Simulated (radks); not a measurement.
Coulomb parameter of the 3d shell of the nickel ion Ni2+ in the model configuration [Ar] 3d6.5 4s1.5, as a second difference U = [E(n + 0.25) + E(n - 0.25) - 2 E(n)] / (0.25)^2 with all orbitals relaxed. "Bare": the charge of the atom changes with n. "Screened": the 4s shell takes up the change at fixed total charge, which measures U(3d,3d) + U(4s,4s) - 2 U(3d,4s). Calculated with a radial shooting solver on a logarithmic mesh with Libxc functionals: Dirac Kohn-Sham, BLYP, spin-unpolarised, spherical densities, finite nucleus; open shells are shared between the two j in proportion to 2j + 1; Fermi nuclear charge, rms radius 3.7757 fm.

| case | configuration | E - E(n) (eV) |
|---|---|---|
| start | [Ar] 3d6.5 4s1.5 | 0.000 |
| bare +0.25 | [Ar] 3d6.75 4s1.5 | -9.038 |
| bare -0.25 | [Ar] 3d6.25 4s1.5 | 10.243 |
| screened +0.25 | [Ar] 3d6.75 4s1.25 | -3.186 |
| screened -0.25 | [Ar] 3d6.25 4s1.75 | 3.515 |

U(bare) = 19.270 eV, U(screened by 4s) = 5.268 eV.
